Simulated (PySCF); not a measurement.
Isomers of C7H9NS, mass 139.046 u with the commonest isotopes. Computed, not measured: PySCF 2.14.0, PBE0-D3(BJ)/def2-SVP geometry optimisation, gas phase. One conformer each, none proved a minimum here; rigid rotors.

Question: Order these by rotational constant B, smallest first.
A. `[N:1]#[C:2][C@@H:3]1[CH2:4][CH2:5][C@H:6]1[CH2:7][CH:8]=[S:9]` with C5–C6–C7–C8 -67°, C6–C7–C8–S9 106°, C2–C3–C4–C5 -142°, C3–C4–C5–C6 20°, C4–C5–C6–C7 -141°, C2–C3–C6–C5 143°
B. `[CH:1]#[C:2][C@H:3]([C:4](=[CH2:5])[CH3:6])[C:7]([NH2:8])=[S:9]` with C2–C3–C4–C5 -30°, C2–C3–C7–N8 30°, C3–C7–N8–H 178° and -7°
C. `[CH:1]#[C:2][C@H:3]([CH2:4][CH:5]=[CH2:6])[C:7]([NH2:8])=[S:9]` with C2–C3–C4–C5 59°, C3–C4–C5–C6 116°, C2–C3–C7–N8 10°, C3–C7–N8–H 180° and -3°

Answer: A (633.4 MHz), C (1013 MHz), B (1216 MHz).

Question: Order these by out-of-plane moment Σ m c² = (Ia + Ib − Ic)/2, largest first.
A. `[CH:1]#[C:2][C@H:3]([C:4](=[CH2:5])[CH3:6])[C:7]([NH2:8])=[S:9]` with C2–C3–C4–C5 -30°, C2–C3–C7–N8 30°, C3–C7–N8–H 178° and -7°
B. `[N:1]#[C:2][C@@H:3]1[CH2:4][CH2:5][C@H:6]1[CH2:7][CH:8]=[S:9]` with C5–C6–C7–C8 -67°, C6–C7–C8–S9 106°, C2–C3–C4–C5 -142°, C3–C4–C5–C6 20°, C4–C5–C6–C7 -141°, C2–C3–C6–C5 143°
C. `[CH:1]#[C:2][C@H:3]([CH2:4][CH:5]=[CH2:6])[C:7]([NH2:8])=[S:9]` with C2–C3–C4–C5 59°, C3–C4–C5–C6 116°, C2–C3–C7–N8 10°, C3–C7–N8–H 180° and -3°

Answer: A (61.43 u·Å²), B (20.02 u·Å²), C (18.75 u·Å²).

Question: Order these by rotational constant C, largest first.
A. `[N:1]#[C:2][C@@H:3]1[CH2:4][CH2:5][C@H:6]1[CH2:7][CH:8]=[S:9]` with C5–C6–C7–C8 -67°, C6–C7–C8–S9 106°, C2–C3–C4–C5 -142°, C3–C4–C5–C6 20°, C4–C5–C6–C7 -141°, C2–C3–C6–C5 143°
B. `[CH:1]#[C:2][C@H:3]([C:4](=[CH2:5])[CH3:6])[C:7]([NH2:8])=[S:9]` with C2–C3–C4–C5 -30°, C2–C3–C7–N8 30°, C3–C7–N8–H 178° and -7°
C. `[CH:1]#[C:2][C@H:3]([CH2:4][CH:5]=[CH2:6])[C:7]([NH2:8])=[S:9]` with C2–C3–C4–C5 59°, C3–C4–C5–C6 116°, C2–C3–C7–N8 10°, C3–C7–N8–H 180° and -3°

Answer: B (841.7 MHz), C (661.2 MHz), A (554.8 MHz).

```csv
SMILES,point group,Ia (u·Å²),Ib (u·Å²),Ic (u·Å²),κ,μa (D),μb (D),μc (D)
N#C[C@@H]1CC[C@H]1CC=S,C1,153.12,797.85,910.92,-0.94,1.16,1.63,0.25
C#C[C@H](CC=C)C(N)=S,C1,303.07,498.79,764.36,-0.30,0.73,3.83,0.89
C#C[C@H](C(=C)C)C(N)=S,C1,307.76,415.53,600.43,-0.06,2.90,1.45,1.55
```
